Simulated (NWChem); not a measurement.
Everything below was run with NWChem. System: thionyl fluoride (F2OS), charge 0, spin multiplicity 1, at a geometry optimised with PBE0/def2-SVP. Level: CIS/6-31+G* (spherical d).

NWChem printed:

```
             Northwest Computational Chemistry Package (NWChem) 7.3.0
             --------------------------------------------------------

                                NWChem Input Module
                                -------------------

 Scaling coordinates for geometry "geometry" by  1.889725989
 (inverse scale =  0.529177249)

 Turning off AUTOSYM since
 SYMMETRY directive was detected!

                             Geometry "geometry" -> ""
                             -------------------------

 Output coordinates in angstroms (scale by  1.889725989 to convert to a.u.)

  No.       Tag          Charge          X              Y              Z
 ---- ---------------- ---------- -------------- -------------- --------------
    1 O                    8.0000    -1.39174600    -0.32965300     0.00000000
    2 S                   16.0000    -0.16035800     0.41119400     0.00000000
    3 F                    9.0000     0.76109400    -0.21899300     1.16896400
    4 F                    9.0000     0.76109400    -0.21899300    -1.16896400

 Effective nuclear repulsion energy (a.u.)     190.8287456686

            Nuclear Dipole moment (a.u.)
            ----------------------------
        X                 Y               Z
 ---------------- ---------------- ----------------
    -0.0000075589     0.0000113384     0.0000000000

      Symmetry information
      --------------------

 Group name             Cs
 Group number              2
 Group order               2
 No. of unique centers     3

      Symmetry unique atoms

     1    2    3


 Summary of "ao basis" -> "" (spherical)
 ------------------------------------------------------------------------------
       Tag                 Description            Shells   Functions and Types
 ---------------- ------------------------------  ------  ---------------------
 *                          6-31+g*                   on all atoms

  xc_inp: hfexch multiplicative factor not found.

                                 NWChem DFT Module
                                 -----------------

 Summary of "ao basis" -> "ao basis" (spherical)
 ------------------------------------------------------------------------------
       Tag                 Description            Shells   Functions and Types
 ---------------- ------------------------------  ------  ---------------------
 O                          6-31+g*                  8       18   4s3p1d
 S                          6-31+g*                 10       22   5s4p1d
 F                          6-31+g*                  8       18   4s3p1d

 Summary of "ao basis" -> "ao basis" (spherical)
 ------------------------------------------------------------------------------
       Tag                 Description            Shells   Functions and Types
 ---------------- ------------------------------  ------  ---------------------
 O                          6-31+g*                  8       18   4s3p1d
 S                          6-31+g*                 10       22   5s4p1d
 F                          6-31+g*                  8       18   4s3p1d

      Symmetry analysis of basis
      --------------------------

        a'         47
        a"         29

            General Information
            -------------------
          SCF calculation type: DFT
          Wavefunction type:  closed shell.
          No. of atoms     :     4
          No. of electrons :    42
           Alpha electrons :    21
            Beta electrons :    21
          Charge           :     0
          Spin multiplicity:     1
          Use of symmetry is: off; symmetry adaption is: on
          Maximum number of iterations: 100
          AO basis - number of functions:    76
                     number of shells:    34
          Convergence on energy requested:  1.00D-06
          Convergence on density requested:  1.00D-05
          Convergence on gradient requested:  5.00D-04

              XC Information
              --------------
                     Hartree-Fock (Exact) Exchange  1.000

          Convergence Information
          -----------------------
          Convergence aids based upon iterative change in
          total energy or number of iterations.
[...]
     Dipole Oscillator Strength                    0.0667667208
     Electric Quadrupole                           0.0000001207
     Magnetic Dipole                               0.0000035930
     Total Oscillator Strength                     0.0667704345

          sigma_e =   1.4689 Angstrom
          sigma_h =   1.3721 Angstrom
         |d_h->e| =   0.5250 Angstrom
            d_exc =   2.0436 Angstrom
            d_CD1 =   0.6218 Angstrom
            d_CD2 =  -0.8955 Angstrom
            d_CD3 =   2.5686 Angstrom
     Pearson C.C. =   0.0347

     Occ.   17  a'  ---  Virt.   22  a"       0.07883
     Occ.   17  a'  ---  Virt.   26  a"      -0.06174
     Occ.   19  a'  ---  Virt.   22  a"      -0.07377
     Occ.   21  a'  ---  Virt.   22  a"      -0.82094
     Occ.   21  a'  ---  Virt.   26  a"       0.51257
     Occ.   21  a'  ---  Virt.   30  a"      -0.12446
     Occ.   21  a'  ---  Virt.   42  a"       0.06204
  ----------------------------------------------------------------------------
  Root   2 singlet a'             0.327960825 a.u.                8.9243 eV
  ----------------------------------------------------------------------------
     Transition Moments    X  0.33031   Y -0.15782   Z  0.00000
     Transition Moments   XX  0.50526  XY  0.72458  XZ  0.00000
     Transition Moments   YY -0.55865  YZ -0.00000  ZZ  0.07718
     Dipole Oscillator Strength                    0.0293009995
     Electric Quadrupole                           0.0000001525
     Magnetic Dipole                               0.0000019412
     Total Oscillator Strength                     0.0293030932

          sigma_e =   1.6165 Angstrom
          sigma_h =   1.3790 Angstrom
         |d_h->e| =   0.6777 Angstrom
            d_exc =   2.1748 Angstrom
            d_CD1 =   0.9151 Angstrom
            d_CD2 =  -0.8201 Angstrom
            d_CD3 =   2.8525 Angstrom
     Pearson C.C. =   0.0548

     Occ.   20  a"  ---  Virt.   22  a"       0.50221
     Occ.   20  a"  ---  Virt.   26  a"      -0.30756
     Occ.   20  a"  ---  Virt.   30  a"       0.09052
     Occ.   21  a'  ---  Virt.   23  a'       0.32287
     Occ.   21  a'  ---  Virt.   24  a'      -0.48152
     Occ.   21  a'  ---  Virt.   25  a'      -0.08080
     Occ.   21  a'  ---  Virt.   27  a'      -0.51217
     Occ.   21  a'  ---  Virt.   28  a'       0.11501
  ----------------------------------------------------------------------------
  Root   3 singlet a"             0.363406722 a.u.                9.8888 eV
  ----------------------------------------------------------------------------
     Transition Moments    X  0.00000   Y -0.00000   Z  0.25371
     Transition Moments   XX -0.00000  XY  0.00000  XZ  0.18973
     Transition Moments   YY -0.00000  YZ  0.73831  ZZ  0.00000
     Dipole Oscillator Strength                    0.0155942063
     Electric Quadrupole                           0.0000001485
     Magnetic Dipole                               0.0000019405
     Total Oscillator Strength                     0.0155962953

          sigma_e =   1.4442 Angstrom
          sigma_h =   1.4038 Angstrom
         |d_h->e| =   0.5121 Angstrom
            d_exc =   2.0128 Angstrom
            d_CD1 =   0.5526 Angstrom
            d_CD2 =  -0.9119 Angstrom
            d_CD3 =   2.5249 Angstrom
     Pearson C.C. =   0.0659

     Occ.   16  a"  ---  Virt.   27  a'       0.09683
     Occ.   19  a'  ---  Virt.   22  a"       0.79364
     Occ.   19  a'  ---  Virt.   26  a"      -0.52564
     Occ.   19  a'  ---  Virt.   30  a"       0.12337
     Occ.   19  a'  ---  Virt.   42  a"      -0.08206
     Occ.   20  a"  ---  Virt.   24  a'      -0.08347
     Occ.   20  a"  ---  Virt.   28  a'       0.09361
     Occ.   21  a'  ---  Virt.   22  a"      -0.05897
  ----------------------------------------------------------------------------
  Root   4 singlet a'             0.373970470 a.u.               10.1763 eV
  ----------------------------------------------------------------------------
     Transition Moments    X -0.86306   Y -0.17422   Z  0.00000
     Transition Moments   XX  0.73695  XY  0.56434  XZ -0.00000
     Transition Moments   YY  0.92896  YZ  0.00000  ZZ -0.92150
     Dipole Oscillator Strength                    0.1932733280
     Electric Quadrupole                           0.0000003770
     Magnetic Dipole                               0.0000054247
     Total Oscillator Strength                     0.1932791297

          sigma_e =   1.8503 Angstrom
          sigma_h =   1.3857 Angstrom
         |d_h->e| =   0.5269 Angstrom
            d_exc =   2.3019 Angstrom
            d_CD1 =   0.9915 Angstrom
            d_CD2 =  -1.0911 Angstrom
            d_CD3 =   2.8288 Angstrom
     Pearson C.C. =   0.0629

     Occ.   17  a'  ---  Virt.   24  a'       0.05618
     Occ.   17  a'  ---  Virt.   27  a'       0.08969
     Occ.   19  a'  ---  Virt.   23  a'       0.06957
     Occ.   19  a'  ---  Virt.   24  a'      -0.08423
     Occ.   19  a'  ---  Virt.   25  a'      -0.17144
     Occ.   19  a'  ---  Virt.   27  a'      -0.22264
     Occ.   19  a'  ---  Virt.   28  a'      -0.18289
     Occ.   19  a'  ---  Virt.   31  a'       0.15571
     Occ.   19  a'  ---  Virt.   34  a'      -0.07677
     Occ.   19  a'  ---  Virt.   38  a'       0.06131
     Occ.   20  a"  ---  Virt.   22  a"       0.57328
     Occ.   20  a"  ---  Virt.   26  a"      -0.35787
     Occ.   21  a'  ---  Virt.   23  a'      -0.42840
     Occ.   21  a'  ---  Virt.   24  a'       0.27899
     Occ.   21  a'  ---  Virt.   25  a'      -0.08314
     Occ.   21  a'  ---  Virt.   27  a'       0.23182
     Occ.   21  a'  ---  Virt.   28  a'      -0.07270
     Occ.   21  a'  ---  Virt.   31  a'       0.07065
     Occ.   21  a'  ---  Virt.   34  a'      -0.06231
  ----------------------------------------------------------------------------
  Root   5 singlet a"             0.383951383 a.u.               10.4479 eV
  ----------------------------------------------------------------------------
     Transition Moments    X  0.00000   Y -0.00000   Z  0.06180
     Transition Moments   XX  0.00000  XY -0.00000  XZ -0.96673
     Transition Moments   YY -0.00000  YZ  0.34131  ZZ  0.00000
     Dipole Oscillator Strength                    0.0009775966
     Electric Quadrupole                           0.0000003168
     Magnetic Dipole                               0.0000004490
     Total Oscillator Strength                     0.0009783623

          sigma_e =   1.6815 Angstrom
          sigma_h =   1.2688 Angstrom
         |d_h->e| =   1.0174 Angstrom
            d_exc =   2.2887 Angstrom
            d_CD1 =   1.4301 Angstrom
            d_CD2 =  -0.4578 Angstrom
            d_CD3 =   3.3061 Angstrom
     Pearson C.C. =   0.0548

     Occ.   16  a"  ---  Virt.   27  a'       0.05287
     Occ.   17  a'  ---  Virt.   22  a"       0.06674
     Occ.   17  a'  ---  Virt.   26  a"      -0.06119
     Occ.   18  a"  ---  Virt.   27  a'      -0.05383
     Occ.   19  a'  ---  Virt.   22  a"       0.07737
     Occ.   19  a'  ---  Virt.   26  a"      -0.05126
     Occ.   20  a"  ---  Virt.   23  a'      -0.37608
     Occ.   20  a"  ---  Virt.   24  a'       0.59713
     Occ.   20  a"  ---  Virt.   25  a'       0.12224
     Occ.   20  a"  ---  Virt.   27  a'       0.64034
     Occ.   20  a"  ---  Virt.   28  a'      -0.10359
     Occ.   20  a"  ---  Virt.   31  a'      -0.10992
     Occ.   20  a"  ---  Virt.   33  a'       0.05390

              Target root =      1
          Target symmetry = none
      Ground state energy =   -671.189084578959
        Excitation energy =      0.272005700372
     Excited state energy =   -670.917078878587

  stored tddft:energy   -670.91707887858706

 Task  times  cpu:      122.2s     wall:      122.2s

 Total times  cpu:      122.2s     wall:      122.2s
```

Question: Write an NWChem input that would produce this output.

Answer: One answer among several that fit: 
```
start mol
memory heap 200 mb stack 900 mb global 1100 mb
geometry units angstroms nocenter noautoz
  O     -1.391746    -0.329653     0.000000
  S     -0.160358     0.411194     0.000000
  F      0.761094    -0.218993     1.168964
  F      0.761094    -0.218993    -1.168964
  symmetry group Cs
end
basis spherical
  * library 6-31+g*
end
dft
  xc hfexch
  semidirect memsize 60000000 filesize 0
  iterations 100
end
tddft
  cis
  nroots 5
  notriplet
  thresh 1e-4
end
task tddft energy
```
